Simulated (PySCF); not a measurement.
Species: C5H7ClFO2 (doublet state).
Atom-mapped SMILES: `[F:1][C@@:2]1([CH2:3][CH2:4][Cl:5])[CH2:6][O:7][CH:8][O:9]1` (hydrogens: H10, H11 on C3; H12, H13 on C4; H14, H15 on C6; H16 on C8)

Cartesian coordinates in Å at the GFN2-xTB level; atoms count from 1:
```
atom  x, y, z in Å
F1    -0.0976   -0.0095    1.7153
C2    -0.3097   -0.0179    0.3349
C3     0.9128   -0.6538   -0.3198
C4     2.1617    0.1553    0.0015
Cl5    3.5784   -0.5775   -0.7879
C6    -1.6570   -0.7174    0.0625
O7    -2.5652    0.3372   -0.1371
C8    -1.8485    1.4862   -0.3265
O9    -0.5052    1.2907   -0.0708
H10    1.0165   -1.6738    0.0538
H11    0.7543   -0.6803   -1.3987
H12    2.0681    1.1752   -0.3703
H13    2.3548    0.1663    1.0738
H14   -1.6053   -1.3485   -0.8324
H15   -1.9784   -1.3132    0.9198
H16   -2.2872    2.3899    0.0706
```

The hyperfine couplings belong to this conformer and change with its torsions.

Level of theory: PySCF, UKS B3LYP, pcH-1 on C Cl F H O, non-relativistic, mean-field spin-orbit, GIAO. Isolated species at its GFN2-xTB geometry (one conformer only). A GFN2-xTB geometry isn't a minimum of the functional, and hyperfine couplings can be far from their values at a DFT geometry. No stability test was run, so a lower SCF solution isn't excluded.

The isotropic 13C couplings are +302.9, +6.9, -4.7, -1.1 MHz. Assign them to C2; C3; C6; C8.

```tsv
site	a_iso (MHz)	ρ(0) (bohr⁻³)	position	distance from C8 (Å)	spin population	largest |T| (MHz)
C2	+6.9	+0.0062	2 bonds from C8	2.25	+0.01	2.4
C3	-1.1	-0.0009	3 bonds from C8	3.49	0.00	0.8
C6	-4.7	-0.0042	2 bonds from C8	2.25	-0.01	2.9
C8	+302.9	+0.2694	largest spin population	0.00	+0.81	144.8
```

The isotropic 17O couplings are -40.0, -29.5 MHz. Assign them to O7; O9.

```csv
site,a_iso (MHz),ρ(0) (bohr⁻³),position,distance from C8 (Å),spin population,largest |T| (MHz)
O7,-29.5,+0.0487,1 bond from C8,1.37,+0.10,56.9
O9,-40.0,+0.0659,1 bond from C8,1.38,+0.06,40.1
```

ρ(0) is the spin density at the nucleus and T the dipolar tensor; a_iso includes a spin–orbit part. The Mulliken spin populations are largest on C8 (+0.81) and O7 (+0.10). C8 is the only atom above +0.15. The angles at C8 add up to 343.9°, so it is pyramidal.

The run took 95 s of wall time (grids of density and orbitals included) on an Arm Neoverse V2 with one thread (shared host), and the process peaked at 1.1 GiB of memory.
